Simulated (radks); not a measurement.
Spin polarisation of the 5p5 shell in the caesium ion Cs2+. Start: [Kr] 4d10 5s2 5p(up 2.5, down 2.5); electrons of 5p are moved from spin down to spin up, other shells keep equal spins. Calculated with a radial shooting solver on a logarithmic mesh with Libxc functionals: scalar-relativistic Kohn-Sham, PBEsol, spin-polarised, spherical densities, finite nucleus; Fermi nuclear charge, rms radius of each element as measured or else 0.836 A^(1/3) + 0.57 fm.

moment (Bohr magnetons),E - E(0) (eV),e(5p up) (eV),e(5p down) (eV),5s down minus up (eV),4d down minus up (eV)
0,0.000,-28.799,-28.799,0.000,0.000
0.25,-0.012,-28.893,-28.702,0.187,0.036
0.5,-0.048,-28.984,-28.601,0.374,0.071
0.75,-0.108,-29.072,-28.497,0.562,0.107
1,-0.192,-29.158,-28.390,0.750,0.143

At moment 1 the spin-polarisation energy is -0.192 eV and the 5p exchange splitting 0.768 eV, that is 0.768 eV per Bohr magneton; E = -I m^2/4 would give I = 0.766 eV.
